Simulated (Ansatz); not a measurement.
`[F][SnH2][Br]`. Charge 0, multiplicity 1. Sn takes the def2 core potential.

| atom | x (Å) | y (Å) | z (Å) |
| --- | --- | --- | --- |
| F1 | 1.3838 | -1.1282 | 0.5003 |
| Sn2 | 0.0925 | 0.1585 | -0.0844 |
| Br3 | -2.0900 | -0.8044 | 0.5080 |
| H4 | 0.3712 | 1.5468 | 0.8476 |
| H5 | 0.2424 | 0.2273 | -1.7716 |

(1) List the harmonic frequencies (cm⁻¹, unscaled) at PBE0-D4/def2-TZVP in Ansatz. (Best estimate.)

(2) Is this a minimum?

(3) Give the ideal-gas thermochemistry at 298.15 K and 1 bar (rigid rotor, harmonic oscillator; point group Cs, symmetry number 1).

Results:

(1) Ansatz gave: 131, 269, 426, 501, 615, 649, 667, 1985, 2001.

(2) Yes, all 9 modes are real.

(3) Zero-point energy 43.3 kJ/mol; H(298) − E = 58.7 kJ/mol; entropy 320.7 J/(mol·K), of which translation 176.1, rotation 114.4, vibration 30.2; G(298) − E = -37.0 kJ/mol.
